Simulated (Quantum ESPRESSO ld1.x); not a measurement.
Task: S+, configuration [Ne] 3s2 3p3 (the NIST ground configuration). Calculated with ld1.x of Quantum ESPRESSO 7.5: scalar-relativistic Kohn-Sham, PBE, spin-unpolarised, spherical densities, point nucleus. Some entries of the table are withheld. Estimate them.

orbital,occ.,eigenvalue (Ry),r(max) (bohr),<r^2> (bohr^2)
1s,2,(1),0.064,(2)
2s,2,-16.4232,0.387,0.2728
2p,6,-12.3678,(3),0.2445
3s,2,-2.03078,1.39,3.093
3p,3,-1.23448,1.55,4.234
4s,0,-0.39116,4.20,25.53
3d,0,-0.29360,2.48,15.21

Result: 
(1) 1s eigenvalue (Ry): -177.714
(2) 1s <r^2> (bohr^2): 0.01263
(3) 2p r(max) (bohr): 0.325
